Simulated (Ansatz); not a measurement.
The first iterations of a band of CH₄OSi₂ (8 atoms, charge 0, multiplicity 1).

Method: RKS PBE/cc-pVDZ in Ansatz 0.2.0.

```
movable images  : 9
climbing image  : yes
spring          : 5.0 eV/Å²
optimiser       : quadratic models (default)
start path      : through a guess of the saddle point
force threshold : 0.03 eV/Å
iteration limit : 60
end points      : relaxed
```

Image 0:

```xyz
8
Properties=species:S:1:pos:R:3
O 1.792 -1.874 1.045
C 1.452 -0.794 0.782
Si 0.939 0.998 0.670
Si -1.123 0.237 -0.321
H 1.757 1.070 -0.632
H -1.862 1.492 -0.726
H -1.003 -0.650 -1.538
H -1.952 -0.480 0.719
```

Image 10:

```xyz
8
Properties=species:S:1:pos:R:3
O 2.250 -1.633 -0.227
C 1.637 -0.772 0.258
Si 0.673 0.441 1.299
Si -1.155 0.140 -0.244
H 1.389 1.559 0.521
H -0.851 0.354 -1.708
H -1.743 -1.240 -0.070
H -2.200 1.151 0.171
```

| iteration | highest image above the first end (eV) | largest band force component (eV/Å) |
| --- | --- | --- |
| 1 | 0.914 | 7.855 |
| 2 | 0.250 | 1.382 |
| 3 | 0.206 | 1.798 |
| 4 | 0.082 | 1.007 |

**Question.** Does the band converge within its limit, and where does its top end?

**Answer.** The forces met the threshold. It ended after 14 iterations with the highest image 0.032 eV above the first end. A vibrational analysis at the climbing image gives one clearly imaginary mode, 92i cm⁻¹: a first-order saddle point.

Time of the run: 5.6 min on 1 thread of Intel(R) Xeon(R) Processor @ 2.70GHz, on a shared host, peak memory 0.14 GiB.
